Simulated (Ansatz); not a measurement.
Ansatz (an electronic-structure program) input (HF/6-31G*):

Ansatz 0.2 input:
```yaml
crystal:
  periodic: [false, false, false]
  atoms:
    - {symbol: C, position_ang: [-2.11165979, 0.92753901, 0.33078471]}
    - {symbol: C, position_ang: [-1.13803270, 0.04445909, 0.18316148]}
    - {symbol: C, position_ang: [-1.35503652, -1.44742268, 0.24829985]}
    - {symbol: C, position_ang: [0.25972237, 0.55907056, -0.06132698]}
    - {symbol: O, position_ang: [0.48123835, 1.73605181, -0.13713534]}
    - {symbol: Si, position_ang: [1.78551547, -0.62395450, -0.26683359]}
    - {symbol: H, position_ang: [-1.90976212, 1.98039307, 0.27650240]}
    - {symbol: H, position_ang: [-3.12875070, 0.62609068, 0.50842365]}
    - {symbol: H, position_ang: [-0.77606005, -1.90245422, 1.04759007]}
    - {symbol: H, position_ang: [-2.39817156, -1.67582306, 0.42844892]}
    - {symbol: H, position_ang: [-1.06688417, -1.93507714, -0.67915269]}
    - {symbol: H, position_ang: [1.95782321, -1.44276050, 0.94909096]}
    - {symbol: H, position_ang: [1.57749030, -1.52437540, -1.41770454]}
    - {symbol: H, position_ang: [2.96723135, 0.21907901, -0.48596024]}
basis:
  gaussian:
    orbitals: 6-31G*
hamiltonian:
  xc: {name: HF}
phonons: {temperatures: {t_min: 298.15, t_max: 298.15, t_step: 100}}
```

Output:

```
Functional definition: HF
integrals: 0.06 GiB planned
1240 factors; integrals over basis functions are off by at most 6.2e-4 eV
mean field: 0.39 GiB planned
mean field evaluation 1: about -14142.0386 eV, gradient 4.0e1 eV
mean field evaluation 2: about -14142.1552 eV, gradient 4.0e1 eV
mean field evaluation 4: about -14146.1562 eV, gradient 5.4e0 eV
mean field evaluation 8: about -14146.2677 eV, gradient 5.1e-1 eV
mean field -14146.26984063 eV, -519.8658279570 hartree, gradient 1.9e-5 eV, S^2 0.000000; 0 other end points of the search recorded, 0 dependent functions left out
the calculation of the forces begins
reference -14146.26984063 eV, -519.8658279570 hartree; 27, 27 occupied and 83, 83 virtual orbitals, 1240 factors
these checks for a lower state are left out or cut short: stability, starts, cluster_reference, orbital_swaps, neighbouring_geometries, increment
integrals: 0.06 GiB planned
1240 factors; integrals over basis functions are off by at most 6.2e-4 eV
mean field: 0.39 GiB planned
mean field evaluation 16: about -14146.2695 eV, gradient 1.5e-1 eV
mean field -14146.26957727 eV, -519.8658182788 hartree, gradient 4.7e-6 eV, S^2 0.000000; 0 other end points of the search recorded, 0 dependent functions left out
the calculation of the forces begins
reference -14146.26957727 eV, -519.8658182788 hartree; 27, 27 occupied and 83, 83 virtual orbitals, 1240 factors
these checks for a lower state are left out or cut short: stability, starts, cluster_reference, orbital_swaps, neighbouring_geometries, increment
integrals: 0.06 GiB planned
1240 factors; integrals over basis functions are off by at most 6.2e-4 eV
mean field: 0.39 GiB planned
mean field -14146.26958078 eV, -519.8658184079 hartree, gradient 4.6e-6 eV, S^2 0.000000; 0 other end points of the search recorded, 0 dependent functions left out
the calculation of the forces begins
reference -14146.26958078 eV, -519.8658184079 hartree; 27, 27 occupied and 83, 83 virtual orbitals, 1240 factors
these checks for a lower state are left out or cut short: stability, starts, cluster_reference, orbital_swaps, neighbouring_geometries, increment
integrals: 0.06 GiB planned
1240 factors; integrals over basis functions are off by at most 6.2e-4 eV
mean field: 0.39 GiB planned
mean field evaluation 32: about -14146.2696 eV, gradient 3.6e-6 eV
mean field -14146.26958156 eV, -519.8658184365 hartree, gradient 3.6e-6 eV, S^2 0.000000; 0 other end points of the search recorded, 0 dependent functions left out
the calculation of the forces begins
reference -14146.26958156 eV, -519.8658184365 hartree; 27, 27 occupied and 83, 83 virtual orbitals, 1240 factors
these checks for a lower state are left out or cut short: stability, starts, cluster_reference, orbital_swaps, neighbouring_geometries, increment
integrals: 0.06 GiB planned
1240 factors; integrals over basis functions are off by at most 6.2e-4 eV
mean field: 0.39 GiB planned
mean field -14146.26958155 eV, -519.8658184359 hartree, gradient 3.7e-6 eV, S^2 0.000000; 0 other end points of the search recorded, 0 dependent functions left out
the calculation of the forces begins
reference -14146.26958155 eV, -519.8658184359 hartree; 27, 27 occupied and 83, 83 virtual orbitals, 1240 factors
these checks for a lower state are left out or cut short: stability, starts, cluster_reference, orbital_swaps, neighbouring_geometries, increment
integrals: 0.06 GiB planned
1240 factors; integrals over basis functions are off by at most 6.2e-4 eV
mean field: 0.39 GiB planned
mean field -14146.26978740 eV, -519.8658260010 hartree, gradient 1.5e-6 eV, S^2 0.000000; 0 other end points of the search recorded, 0 dependent functions left out
the calculation of the forces begins
reference -14146.26978740 eV, -519.8658260010 hartree; 27, 27 occupied and 83, 83 virtual orbitals, 1240 factors
these checks for a lower state are left out or cut short: stability, starts, cluster_reference, orbital_swaps, neighbouring_geometries, increment
integrals: 0.06 GiB planned
1240 factors; integrals over basis functions are off by at most 6.2e-4 eV
mean field: 0.39 GiB planned
mean field -14146.26979120 eV, -519.8658261404 hartree, gradient 2.9e-6 eV, S^2 0.000000; 0 other end points of the search recorded, 0 dependent functions left out
the calculation of the forces begins
reference -14146.26979120 eV, -519.8658261404 hartree; 27, 27 occupied and 83, 83 virtual orbitals, 1240 factors
these checks for a lower state are left out or cut short: stability, starts, cluster_reference, orbital_swaps, neighbouring_geometries, increment
integrals: 0.06 GiB planned
1240 factors; integrals over basis functions are off by at most 6.2e-4 eV
mean field: 0.39 GiB planned
mean field -14146.26961508 eV, -519.8658196681 hartree, gradient 3.7e-6 eV, S^2 0.000000; 0 other end points of the search recorded, 0 dependent functions left out
[...]
mean field evaluation 448: about -14146.2698 eV, gradient 3.0e-2 eV
mean field -14146.26983203 eV, -519.8658276411 hartree, gradient 2.3e-6 eV, S^2 0.000000; 0 other end points of the search recorded, 0 dependent functions left out
the calculation of the forces begins
reference -14146.26983203 eV, -519.8658276411 hartree; 27, 27 occupied and 83, 83 virtual orbitals, 1240 factors
these checks for a lower state are left out or cut short: stability, starts, cluster_reference, orbital_swaps, neighbouring_geometries, increment
integrals: 0.06 GiB planned
1240 factors; integrals over basis functions are off by at most 6.2e-4 eV
mean field: 0.39 GiB planned
mean field -14146.26983202 eV, -519.8658276406 hartree, gradient 2.2e-6 eV, S^2 0.000000; 0 other end points of the search recorded, 0 dependent functions left out
the calculation of the forces begins
reference -14146.26983202 eV, -519.8658276406 hartree; 27, 27 occupied and 83, 83 virtual orbitals, 1240 factors
these checks for a lower state are left out or cut short: stability, starts, cluster_reference, orbital_swaps, neighbouring_geometries, increment
integrals: 0.06 GiB planned
1240 factors; integrals over basis functions are off by at most 6.2e-4 eV
mean field: 0.39 GiB planned
mean field -14146.26981242 eV, -519.8658269203 hartree, gradient 2.5e-6 eV, S^2 0.000000; 0 other end points of the search recorded, 0 dependent functions left out
the calculation of the forces begins
reference -14146.26981242 eV, -519.8658269203 hartree; 27, 27 occupied and 83, 83 virtual orbitals, 1240 factors
these checks for a lower state are left out or cut short: stability, starts, cluster_reference, orbital_swaps, neighbouring_geometries, increment
integrals: 0.06 GiB planned
1240 factors; integrals over basis functions are off by at most 6.2e-4 eV
mean field: 0.39 GiB planned
mean field -14146.26981252 eV, -519.8658269239 hartree, gradient 2.5e-6 eV, S^2 0.000000; 0 other end points of the search recorded, 0 dependent functions left out
the calculation of the forces begins
reference -14146.26981252 eV, -519.8658269239 hartree; 27, 27 occupied and 83, 83 virtual orbitals, 1240 factors
these checks for a lower state are left out or cut short: stability, starts, cluster_reference, orbital_swaps, neighbouring_geometries, increment
integrals: 0.06 GiB planned
1240 factors; integrals over basis functions are off by at most 6.2e-4 eV
mean field: 0.39 GiB planned
mean field -14146.26979899 eV, -519.8658264268 hartree, gradient 7.9e-7 eV, S^2 0.000000; 0 other end points of the search recorded, 0 dependent functions left out
the calculation of the forces begins
reference -14146.26979899 eV, -519.8658264268 hartree; 27, 27 occupied and 83, 83 virtual orbitals, 1240 factors
these checks for a lower state are left out or cut short: stability, starts, cluster_reference, orbital_swaps, neighbouring_geometries, increment
integrals: 0.06 GiB planned
1240 factors; integrals over basis functions are off by at most 6.2e-4 eV
mean field: 0.39 GiB planned
mean field evaluation 480: about -14146.2698 eV, gradient 6.2e-5 eV
mean field -14146.26979940 eV, -519.8658264419 hartree, gradient 3.0e-6 eV, S^2 0.000000; 0 other end points of the search recorded, 0 dependent functions left out
the calculation of the forces begins
reference -14146.26979940 eV, -519.8658264419 hartree; 27, 27 occupied and 83, 83 virtual orbitals, 1240 factors
these checks for a lower state are left out or cut short: stability, starts, cluster_reference, orbital_swaps, neighbouring_geometries, increment
integrals: 0.06 GiB planned
1240 factors; integrals over basis functions are off by at most 6.2e-4 eV
mean field: 0.39 GiB planned
mean field -14146.26979739 eV, -519.8658263679 hartree, gradient 1.1e-6 eV, S^2 0.000000; 0 other end points of the search recorded, 0 dependent functions left out
the calculation of the forces begins
reference -14146.26979739 eV, -519.8658263679 hartree; 27, 27 occupied and 83, 83 virtual orbitals, 1240 factors
these checks for a lower state are left out or cut short: stability, starts, cluster_reference, orbital_swaps, neighbouring_geometries, increment
integrals: 0.06 GiB planned
1240 factors; integrals over basis functions are off by at most 6.2e-4 eV
mean field: 0.39 GiB planned
mean field -14146.26979375 eV, -519.8658262343 hartree, gradient 1.1e-6 eV, S^2 0.000000; 0 other end points of the search recorded, 0 dependent functions left out
the calculation of the forces begins
reference -14146.26979375 eV, -519.8658262343 hartree; 27, 27 occupied and 83, 83 virtual orbitals, 1240 factors
these checks for a lower state are left out or cut short: stability, starts, cluster_reference, orbital_swaps, neighbouring_geometries, increment
integrals: 0.06 GiB planned
1240 factors; integrals over basis functions are off by at most 6.2e-4 eV
mean field: 0.39 GiB planned
mean field -14146.26981505 eV, -519.8658270169 hartree, gradient 2.2e-6 eV, S^2 0.000000; 0 other end points of the search recorded, 0 dependent functions left out
the calculation of the forces begins
reference -14146.26981505 eV, -519.8658270169 hartree; 27, 27 occupied and 83, 83 virtual orbitals, 1240 factors
these checks for a lower state are left out or cut short: stability, starts, cluster_reference, orbital_swaps, neighbouring_geometries, increment
integrals: 0.06 GiB planned
1240 factors; integrals over basis functions are off by at most 6.2e-4 eV
mean field: 0.39 GiB planned
mean field -14146.26981216 eV, -519.8658269110 hartree, gradient 2.7e-6 eV, S^2 0.000000; 0 other end points of the search recorded, 0 dependent functions left out
the calculation of the forces begins
reference -14146.26981216 eV, -519.8658269110 hartree; 27, 27 occupied and 83, 83 virtual orbitals, 1240 factors
these checks for a lower state are left out or cut short: stability, starts, cluster_reference, orbital_swaps, neighbouring_geometries, increment
integrals: 0.06 GiB planned
1240 factors; integrals over basis functions are off by at most 6.2e-4 eV
mean field: 0.39 GiB planned
mean field evaluation 512: about -14146.2698 eV, gradient 1.8e-6 eV
mean field -14146.26983244 eV, -519.8658276560 hartree, gradient 1.8e-6 eV, S^2 0.000000; 0 other end points of the search recorded, 0 dependent functions left out
the calculation of the forces begins
reference -14146.26983244 eV, -519.8658276560 hartree; 27, 27 occupied and 83, 83 virtual orbitals, 1240 factors
these checks for a lower state are left out or cut short: stability, starts, cluster_reference, orbital_swaps, neighbouring_geometries, increment
integrals: 0.06 GiB planned
1240 factors; integrals over basis functions are off by at most 6.2e-4 eV
mean field: 0.39 GiB planned
mean field -14146.26983158 eV, -519.8658276246 hartree, gradient 1.7e-6 eV, S^2 0.000000; 0 other end points of the search recorded, 0 dependent functions left out
the calculation of the forces begins
reference -14146.26983158 eV, -519.8658276246 hartree; 27, 27 occupied and 83, 83 virtual orbitals, 1240 factors
Total energy: -14146.26984063 eV, -519.8658279570 hartree
Atom 0 at    -2.111660     0.927539     0.330785 Å, force    -0.000803     0.000184    -0.000758 eV/Å
Atom 1 at    -1.138033     0.044459     0.183161 Å, force    -0.000565     0.001688     0.000688 eV/Å
Atom 2 at    -1.355037    -1.447423     0.248300 Å, force     0.000139    -0.000295     0.000595 eV/Å
Atom 3 at     0.259722     0.559071    -0.061327 Å, force     0.001845    -0.001975    -0.001494 eV/Å
Atom 4 at     0.481238     1.736052    -0.137135 Å, force    -0.000052     0.001666     0.001006 eV/Å
Atom 5 at     1.785515    -0.623954    -0.266834 Å, force    -0.001567     0.000190    -0.000601 eV/Å
Atom 6 at    -1.909762     1.980393     0.276502 Å, force     0.001204    -0.000018    -0.000064 eV/Å
Atom 7 at    -3.128751     0.626091     0.508424 Å, force    -0.000663    -0.000725     0.000074 eV/Å
Atom 8 at    -0.776060    -1.902454     1.047590 Å, force     0.000648    -0.000404     0.000554 eV/Å
Atom 9 at    -2.398172    -1.675823     0.428449 Å, force    -0.001502    -0.000005     0.000491 eV/Å
Atom 10 at    -1.066884    -1.935077    -0.679153 Å, force     0.000585    -0.000603    -0.000921 eV/Å
Atom 11 at     1.957823    -1.442760     0.949091 Å, force     0.000045    -0.000263     0.000310 eV/Å
Atom 12 at     1.577490    -1.524375    -1.417705 Å, force    -0.000002    -0.000011    -0.000048 eV/Å
Atom 13 at     2.967231     0.219079    -0.485960 Å, force     0.000687     0.000571     0.000166 eV/Å
Dipole moment:    -0.261222    -0.499727     0.060216 e Å
Vibrations: 28.81 71.88 197.68 198.30 339.18 370.76 411.60 434.81 516.48 655.46 700.67 735.81 865.18 980.42 1013.16 1034.04 1037.29 1107.99 1125.07 1141.39 1175.47 1399.66 1554.48 1583.40 1629.24 1642.02 1846.58 1932.21 2379.36 2383.03 2428.50 3198.26 3246.09 3288.21 3346.57 3438.54 cm⁻¹, zero-point energy 3.064742 eV
```

The blocks after the first are displaced geometries, from whose forces the wavenumbers follow.
